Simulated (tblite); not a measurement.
Compound: C₅H₁₁O₂P.
Z-matrix (Å and degrees, GFN2-xTB geometry), rows numbered from 1:
```
C 
C   1  1.5224
P   2  1.8670  1  111.28
C   3  1.8469  2  100.45  1   -74.91
C   3  1.8457  2   96.72  1  -172.84
O   5  1.2024  3  125.56  2   128.56
O   5  1.3323  3  109.36  2   -55.35
C   7  1.4237  5  116.74  3  -176.10
H   1  1.0877  2  110.82  3    64.13
H   1  1.0878  2  110.52  3   -55.95
H   1  1.0884  2  110.26  3  -175.93
H   2  1.0944  1  110.54  3  -121.90
H   2  1.0920  1  110.10  3   118.24
H   4  1.0875  3  109.48  2    81.38
H   4  1.0891  3  111.20  2   -40.46
H   4  1.0881  3  107.84  2  -160.24
H   8  1.0918  7  110.21  5   -58.16
H   8  1.0914  7  110.06  5    61.87
H   8  1.0868  7  106.34  5  -178.17
```

Computed values, GFN2-xTB/tblite, gas phase, harmonic and unscaled. Against measured fundamentals such values can be off by several per cent, at times by over 20. One conformer, not necessarily the lowest.

Harmonic wavenumbers (cm⁻¹): 29.1, 41.0, 67.4, 97.7, 122.7, 150.3, 191.8, 205.2, 246.3, 275.0, 298.1, 337.5, 458.2, 618.3, 680.9, 741.8, 763.5, 795.9, 876.6, 887.6, 982.2, 1007.8, 1017.0, 1073.5, 1113.2, 1118.6, 1152.0, 1223.6, 1249.9, 1312.1, 1383.0, 1407.8, 1428.4, 1440.7, 1441.5, 1443.9, 1461.4, 1495.3, 1499.4, 1750.3, 2928.0, 2971.6, 2980.4, 2992.0, 2994.0, 3021.3, 3022.5, 3024.9, 3032.4, 3038.3, 3044.4.

A = 2719, B = 1126, C = 874.0 MHz; mass 134.050 u (most abundant isotopes); point group C1, symmetry number 1.

Q: What is the zero-point energy?

A: ½Σν̃ = 33468 cm⁻¹ = 400.37 kJ/mol.

Q: Entropy at 500 K, 1 bar (ideal gas, RRHO, classical rotation)?

A: Translation 180.69, rotation 128.52, vibration 246.11: S = 555.3 J/(mol K).

Q: And Cp and H(500 K) − H(0)?

A: Cp = 237.76 J/(mol K), of which vibrations give 204.50 (their classical limit is 51 R = 424.0); H(500 K) − H(0) = 73.89 kJ/mol without the zero-point energy, 57.26 from vibrations.

Q: How do the functions run with temperature in this model?

A: 
```
T (K)  S (J/(mol K))  Cp (J/(mol K))  H − H(0) (kJ/mol)  G − H(0) (kJ/mol)  ln q(vib)
  100          314.0            95.4               6.55             -24.85       3.14
  200          392.2           132.3              18.03             -60.40       6.80
  300          452.5           168.3              33.03            -102.71      10.03
  800          683.9           309.2             156.81            -390.32      23.61
 1000          756.5           341.2             222.00            -534.52      28.33
```

q(vib) and H(0) count from the zero-point level.

Q: Blend soft modes into free rotors: weight 1/[1 + (100 cm⁻¹/ν̃)⁴] for the oscillator and the rest for a rotor with moment μB/(μ + B), μ = h/(8π²ν), B = 10⁻⁴⁴ kg m². What vibrational entropy results?

A: 218.88 J/(mol K) in place of 246.11, which changes −T·S at 500 K by +13.61 kJ/mol.

Q: Which modes carry the vibrational entropy at 500 K?

A: 29.1 cm⁻¹: 28.94; 41.0 cm⁻¹: 26.09; 67.4 cm⁻¹: 21.96; 97.7 cm⁻¹: 18.89; 122.7 cm⁻¹: 17.01; 150.3 cm⁻¹: 15.35 J/(mol K); the other 45 give 117.86 together.

Hindered rotation and anharmonicity are outside this model. Other conformers, if any are populated, would add a mixing term that is left out. The structure is chiral; the term R ln 2 for an equal mix with its mirror image is left out.
